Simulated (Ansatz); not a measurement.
Input file for Ansatz (a program for electronic structure): R-SVWN5/def2-TZVPPD on CH7AlO (a complex). Files ending in .json are basis or fitting sets from the Basis Set Exchange.

Ansatz 0.2 input:
```yaml
crystal:
  periodic: [false, false, false]
  atoms:
    - {symbol: C, position_ang: [-0.17782191, 0.91678711, -0.61249953]}
    - {symbol: Al, position_ang: [-0.32978266, -0.37361313, 0.86026338]}
    - {symbol: H, position_ang: [0.86233420, 1.09224218, -0.90214643]}
    - {symbol: H, position_ang: [-0.69800575, 0.55581439, -1.50582924]}
    - {symbol: H, position_ang: [-0.61951890, 1.88521093, -0.36002209]}
    - {symbol: H, position_ang: [0.58492859, -1.68608149, 0.82906625]}
    - {symbol: H, position_ang: [-1.71430386, -0.46922958, 1.65672070]}
    - {symbol: O, position_ang: [0.69612042, 0.51334853, 2.40454891]}
    - {symbol: H, position_ang: [1.43037866, -0.04363036, 2.69496609]}
    - {symbol: H, position_ang: [0.11806920, 0.65621697, 3.16557442]}
basis:
  gaussian:
    orbitals: def2-TZVPPD.json
hamiltonian:
  xc: {name: SVWN5}
scf: {lower_state_search: off}
```

Program output:

```
WARN ansatz: RAYON_NUM_THREADS=1 ignored (pool sized by the plan → 1); use --threads N
Functional definition: SVWN5
these checks for a lower state are left out or cut short: stability, starts, cluster_reference, orbital_swaps, neighbouring_geometries, increment
integrals: 0.14 GiB planned
1072 factors; their error is unknown
mean field: 1.12 GiB planned
mean field evaluation 1: about -9727.3882 eV, gradient 8.6e1 eV
mean field evaluation 2: about -9692.0574 eV, gradient 1.4e2 eV
mean field evaluation 4: about -9742.0080 eV, gradient 1.3e1 eV
mean field evaluation 8: about -9742.3851 eV, gradient 1.3e-1 eV
mean field evaluation 16: about -9742.3660 eV, gradient 1.7e-4 eV
mean field -9742.36596717 eV, -358.0253456808 hartree, gradient 2.8e-6 eV, S^2 0.000000; 0 other end points of the search recorded, 0 dependent functions left out
reference -9742.36602644 eV, -358.0253478589 hartree; 17, 17 occupied and 227, 227 virtual orbitals, 1072 factors
Total energy: -9742.36602644 eV, -358.0253478589 hartree
Checks for a lower state left out: stability, starts, cluster_reference, orbital_swaps, neighbouring_geometries, increment
```

The calculation finished and met its thresholds.

Cost: around 1.5 core-seconds (rough).
